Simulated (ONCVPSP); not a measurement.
# An all-electron radial function and its pseudo partner (F)

Columns: radius, all-electron u(r) and pseudo u(r) of the 2s shell (level -29.87 eV) of fluorine in the configuration [He] 2s1.75 2p5.25; Wu-Cohen, scalar-relativistic, ONCV scheme, ONCVPSP 4.0.1.

```
r (bohr)  all-electron  pseudo
   0.045       -0.3597  0.0672
   0.090       -0.4518  0.1368
   0.135       -0.3912  0.2096
   0.180       -0.2511  0.2848
   0.225       -0.0760  0.3601
   0.270        0.1074  0.4332
   0.315        0.2835  0.5028
   0.360        0.4436  0.5695
   0.405        0.5836  0.6353
   0.450        0.7022  0.7021
   0.495        0.7993  0.7704
   0.540        0.8761  0.8379
   0.585        0.9346  0.9006
   0.630        0.9766  0.9532
   0.675        1.0040  0.9916
   0.720        1.0192  1.0145
   0.765        1.0238  1.0227
   0.810        1.0197  1.0196
   0.855        1.0084  1.0084
   0.900        0.9912  0.9912
   0.945        0.9694  0.9693
   0.990        0.9439  0.9438
   1.035        0.9156  0.9155
   1.080        0.8852  0.8852
   1.125        0.8534  0.8534
   1.170        0.8207  0.8207
```

Task: How many radial nodes do the two functions have?

Result: The all-electron 2s function has n − l − 1 = 1; the pseudo-wave has 0, since the states of the same l below it are removed with the core.

Task: At about which radius was the pseudo-wave matched?

Result: 0.85 bohr, where the columns begin to agree (steps of 0.04 bohr).

Task: Is the pseudo-wave norm-conserving?

Result: Yes: the ONCV scheme keeps the norm inside the radius equal to the all-electron one, which fixes the energy derivative of the logarithmic derivative at the level.
